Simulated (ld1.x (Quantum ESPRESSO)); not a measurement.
As (Z = 33) PAW: all-electron and pseudo phase curves

* Element: arsenic (As)
* Generator: ld1.x (Quantum ESPRESSO) 7.5
* Type: PAW
* Functional: PBE
* Relativity: scalar-relativistic
* Frozen core: [Ar] 3d10
* Valence charge: 5
* Reference configuration: 4s1 4p4
* Partial waves: 4s (bound): rcut 1.75, rcutus 2.00 bohr; 4s channel at -0.15 Ry: rcut 1.75, rcutus 2.00 bohr; 4p (bound): rcut 1.60, rcutus 1.70 bohr; 4p channel at -0.1 Ry: rcut 1.60, rcutus 1.70 bohr; 4d channel at 0.3 Ry: rcut 1.35, rcutus 1.60 bohr
* Local potential: all-electron potential smoothed inside 1.60 bohr (lloc = -1)
* Core correction: a·sin(br)/r model core, default radius (ld1.x builds one for every PAW set, though the input has nlcc=.false.)
* Augmentation charge: PSQ, inside the norm-conserving radii

The phase is arctan(r·u′/u) with u = r·R(r), unwrapped; energies in Ry, scanned from -3 to 5 Ry. A pole is an energy at which the radial function vanishes at the test radius. The pseudo phase is shifted by a multiple of π to meet the all-electron one at the reference energy, and phase errors are pseudo minus all-electron; the curves can meet again beyond the range given. Levels narrower than the energy grid can be missing from the lists of poles.

| channel | radius (bohr) | reference energy (Ry) | poles, all-electron | poles, pseudo | unbroken range about the reference energy with phases within 0.05 rad | phase error 1 Ry above the reference energy (rad) |
| --- | --- | --- | --- | --- | --- | --- |
| s | 2.19 | -1.13 | 0.53 | 0.53 | below 3.7 | +0.000 |
| p | 2.19 | -0.43 | 1.95 | 1.95 | the whole range | +0.000 |
| d | 2.19 | 0.30 | 4.42 | 2.98 | -2.8 to 1.1 | -0.110 |

Phases in the d channel:

```tsv
E (Ry)	all-electron	pseudo
-3.00	1.436	1.316
-2.76	1.353	1.307
-2.52	1.326	1.297
-2.28	1.307	1.285
-2.04	1.290	1.272
-1.80	1.272	1.257
-1.56	1.253	1.240
-1.32	1.231	1.221
-1.08	1.206	1.198
-0.84	1.177	1.170
-0.60	1.141	1.136
-0.36	1.097	1.093
-0.12	1.040	1.038
0.12	0.965	0.965
0.36	0.861	0.862
0.60	0.712	0.711
0.84	0.491	0.477
1.08	0.175	0.121
1.32	-0.216	-0.331
1.56	-0.587	-0.740
1.80	-0.864	-1.025
2.04	-1.053	-1.212
2.28	-1.182	-1.341
2.52	-1.274	-1.435
2.76	-1.343	-1.511
3.00	-1.396	-1.576
3.24	-1.438	-1.638
3.48	-1.473	-1.700
3.72	-1.502	-1.771
3.96	-1.528	-1.857
4.20	-1.551	-1.975
4.44	-1.572	-2.155
4.68	-1.591	-2.460
4.92	-1.610	-2.965
```
